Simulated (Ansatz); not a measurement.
Program: Ansatz. Geometries: PBE0-D4/def2-TZVP. ΔE: electronic, gas phase. CCSD(T)/CBS adds triple-zeta CCSD(T) − MP2 to the extrapolated MP2 energy (def2 sets, frozen cores). Functionals use def2-TZVPP. For Br, Ga, Mg outer-core shells are correlated without core-valence functions, which leaves a few kJ/mol of doubt a bond. Scalar relativity is left out up to krypton. One conformer a species, not always the lowest.

Consider the redistribution: `C[O][Mg][Br]` + `[CH3][GaH][NH2]` → `[MgH][Br]` + `C[O][Ga]([CH3])[NH2]`.

Q: Is it downhill or uphill in electronic energy at CCSD(T)/CBS, and by how much? (An estimate is asked.)

A: Computed: Uphill: ΔE = +14.1 kcal/mol.

Q: What do these levels give: LDA (SPW92), r2SCANh-D4, BHLYP-D4, B2PLYP, PBE-QIDH, r2SCAN, PBE0, RPA@PBE/def2-TZVPP, HF/def2-TZVPP, CCSD/def2-TZVPP, HF/CBS(def2), CCSD/CBS(def2)? (An estimate is asked.)

A: Ansatz gave: LDA (SPW92) 11.9, r2SCANh-D4 13.4, BHLYP-D4 12.7, B2PLYP 13.6, PBE-QIDH 13.0, r2SCAN 13.6, PBE0 13.2, RPA@PBE/def2-TZVPP 10.9, HF/def2-TZVPP 13.0, CCSD/def2-TZVPP 12.3, HF/CBS(def2) 13.9, CCSD/CBS(def2) 14.6 kcal/mol.

Largest T1 diagnostic among the species: 0.013.

At CCSD(T), def2-SVP lies +0.9 kcal/mol from the extrapolated value and def2-TZVPP −2.3 kcal/mol. The D4 term adds −1.6 kcal/mol with B3LYP and −0.9 kcal/mol with PBE0; it sums over pairs of atoms, weighted by their polarisabilities, and B3LYP, whose exchange is more repulsive, gets the larger term. Leaving LDA and LC-ωPBE aside and taking each functional with its dispersion term where it has one, the values, not all of them listed here, spread over 3.7 kcal/mol, from B97M-V to B2PLYP. LDA lies −1.0 kcal/mol from PBE without D4.

B3LYP here is the variant with VWN-RPA as its local correlation; programs differ in this.
